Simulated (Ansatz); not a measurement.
Frontier orbitals of CH₅GaOSe, SMILES `C[O][GaH][SeH]`.

```
atom   x (Å)   y (Å)   z (Å)
  C1   0.902  -0.716  -1.094
  O2  -0.253  -0.233  -0.457
 Ga3  -0.211   0.643   1.092
 Se4  -2.304   1.284   1.837
  H5   0.836  -1.803  -1.211
  H6   0.990  -0.273  -2.092
  H7   1.827  -0.493  -0.545
  H8   1.140   0.914   1.818
  H9  -2.926   0.676   0.652
```

Total charge 0; spin multiplicity 1. Correlated methods include outer-core shells of Ga, Se, which these sets cover unevenly. Scalar relativity is left out up to krypton. All single points use the PBE0-D4/def2-TZVP geometry. It is one conformer, not always the lowest. Basis def2-TZVPP, Ansatz 0.2.0.

```json
{"functional": "PBE", "HOMO (eV)": "-6.04", "LUMO (eV)": "-1.69", "gap (eV)": "4.35"}
{"functional": "PBE0", "HOMO (eV)": "-7.23", "LUMO (eV)": "-0.95", "gap (eV)": "6.28"}
{"functional": "CAM-B3LYP", "HOMO (eV)": "-8.49", "LUMO (eV)": "-0.06", "gap (eV)": "8.43"}
{"functional": "ωB97M-V", "HOMO (eV)": "-9.37", "LUMO (eV)": "0.73", "gap (eV)": "10.10"}
```

Against PBE, PBE0 changes HOMO and LUMO by −1.19 and +0.74 eV, ωB97M-V by −3.34 and +2.42 eV. A gap of 4.35 eV thus becomes 10.10 eV for the same molecule, so an orbital gap means little without its functional. A positive LUMO is unbound and depends on the basis.
